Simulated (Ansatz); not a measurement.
Stepwise reaction of `B[SiH2][SiH2]O` with water, as a gas-phase model of exchange steps in deposition or etching. ΔE in kJ/mol; ΔG adds harmonic PBE0-D4 terms to CCSD(T)/CBS, at 1 bar.

Program: Ansatz. Geometries: PBE0-D4/def2-TZVP. ΔE: electronic, gas phase. CCSD(T)/CBS adds triple-zeta CCSD(T) − MP2 to the extrapolated MP2 energy (def2 sets, frozen cores). This one scheme is used for every species. DFT in def2-TZVPP. B3LYP here is the variant with VWN-RPA as its local correlation; programs differ in this. One conformer a species, not always the lowest.

```tsv
step	reaction	PBE-D4	B3LYP-D4	ωB97M-V	CCSD(T)/CBS	ΔG(500 K)
2	`B[SiH2]O` + H₂O → `BO` + `O[SiH3]`	-163.7	-174.1	-175.6	-167.1	-164.5
```

Give the row of step 1, `B[SiH2][SiH2]O` + H₂O → `B[SiH2]O` + `O[SiH3]`. (An estimate is asked.)

Computed: 
| step | reaction | PBE-D4 | B3LYP-D4 | ωB97M-V | CCSD(T)/CBS | ΔG(500 K) |
| --- | --- | --- | --- | --- | --- | --- |
| 1 | `B[SiH2][SiH2]O` + H₂O → `B[SiH2]O` + `O[SiH3]` | -50.5 | -76.0 | -81.7 | -74.8 | -82.5 |

By hand: ΔE of the 2 steps together at CCSD(T)/CBS.

(-74.8) + (-167.1) = -241.9 kJ/mol, or -120.9 kJ/mol a step.

In ΔE each step is lower than the one before. All are downhill at CCSD(T)/CBS. ΔG lies between -164.5 and -82.5 kJ/mol a step. PBE-D4 differs from CCSD(T)/CBS by 3.4 to 24.3 kJ/mol a step. Isolated molecules leave out the surface, adducts and barriers. Largest T1 diagnostic: 0.014.
